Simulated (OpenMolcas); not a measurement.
**What dynamic correlation does to the levels of Nb2+**

| Property | Result |
| --- | --- |
| Program | OpenMolcas |
| Basis | ANO-R1 [6s4p3d1f] |
| Scalar Hamiltonian | X2C, finite nucleus |
| Active space | 3 electrons in 5 orbitals (4d) |
| State averaging | 2S+1 = 4 even, 10 roots; 2S+1 = 2 even, 40 roots |
| Spin-orbit coupling | state interaction with AMFI integrals over the reference wave functions, term energies averaged over their components |

Methods on the same reference wave functions:
A. CASSCF
B. SS-CASPT2, IPEA 0.25 Eh, imaginary shift 0.1 Eh (closed shells correlated: 4s 4p)
C. MS-CASPT2, IPEA 0.25 Eh, imaginary shift 0.1 Eh (closed shells correlated: 4s 4p)

Energies in cm⁻¹ above 4d³ ⁴F_3/2, the measured ground level; measured values from the list in Shadmi, J. Res. Natl. Bur. Stand. 70A, 435 (1966).

| Level | A | B | C | Measured |
| --- | --- | --- | --- | --- |
| 4d³ ⁴F_3/2 | 0.0 | 0.0 | 0.0 | 0.0 |
| 4d³ ⁴F_5/2 | 513 | 525 | 527 | 516 |
| 4d³ ⁴F_7/2 | 1186 | 1202 | 1204 | 1177 |
| 4d³ ⁴F_9/2 | 1981 | 1987 | 1989 | 1939 |
| 4d³ ⁴P_1/2 | 11164 | 9480 | 9380 | 8664 |
| 4d³ ⁴P_3/2 | 11265 | 9560 | 9330 | 8608 |
| 4d³ ²G_7/2 | 11918 | 10130 | 10130 | 9236 |
| 4d³ ⁴P_5/2 | 11980 | 10290 | 10290 | 9594 |
| 4d³ ²G_9/2 | 12469 | 10700 | 10740 | 9804 |
| 4d³ ²P_1/2 | 15546 | 13580 | 11740 |  |
| 4d³ ²H_9/2 | 15734 | 13980 | 14470 | 12916 |
| 4d³ ²H_11/2 | 16074 | 14320 | 14850 | 13264 |
| 4d³ ²D_5/2(1) | 17526 | 14160 | 14170 | 13094 |
| 4d³ ²F_7/2 | 26091 | 22160 | 22160 | 19861 |
| 4d³ ²F_5/2 | 26347 | 22400 | 22400 | 19975 |
| 4d³ ²D_5/2(2) | 40577 | 34260 | 34250 |  |
| 4d³ ²D_3/2(2) | 40874 | 34540 | 34610 |  |

Deviations, from unrounded energies. A percentage is the sum of absolute deviations over the sum of measured energies, with the sign that they share, or ± where signs differ.

```
                        Against measurement  Levels      A     B      C
             mean absolute deviation (cm-1)      13   2700   940   1000
      fine structure of the ground term (%)       3   ±1.5  +2.3   +2.4
other terms of the ground configuration (%)      10  +28.4  +9.7  +10.3
```

B lies closest to measurement on these levels and A furthest from it. The largest miss of B in the table is 4d³ ²F_5/2, by +2400 cm-1. The ranking rests on the paired levels alone, and a cruder setting can come out closer through cancelling errors.

Between B and C the level of the table that moves most is 4d³ ²P_1/2, by 1800 cm-1 (lowest in C, highest in B). Moves below CASPT2's spread within the term are not significant.

The mean deviations of B to C differ by less than CASPT2's widest spread within a term (930 cm-1), so their order carries little weight.

From A to B the spin-free energies of the other terms of 4d³ shown, above ⁴F, scale by factors of 0.79 to 0.88, as is usual when dynamic correlation screens the repulsion within a d or f shell.

The lowest spin-free term lies below A's lowest term by 0.185 hartree in B, 0.185 hartree in C.

Term energies are means over components that CASPT2 splits; among the terms shown or strongly mixed into the levels shown the widest spread is 930 cm-1 (4d³ ²H, B). Levels of configurations with an s electron are missing; early in the row they begin among the upper levels of the d shell and mix with terms of their name. Without dynamic correlation excited terms often stand tens of per cent too high (terms of higher spin than the ground term too low), and those without a measured partner can miss by more than the paired ones (holds for A). The CASPT2 spread within a term exceeds the gap to the next term for 4d³ ²D(1) and 4d³ ²P, 4d³ ²P and 4d³ ²H, so the order of their levels is uncertain, and so are names and mixing where such terms share a J (holds for B). Computed and measured levels are paired by configuration, term and J; levels that our copy of the source lacks, or whose pairing is in doubt (as where it misses far off the trend of its configuration), stay unpaired and out of the deviations. Levels of configurations outside the active space are missing. Levels that lie high or do not pair safely by name in every column are left out.

A number in round brackets counts repeated terms of one configuration in the order of the reference energies.
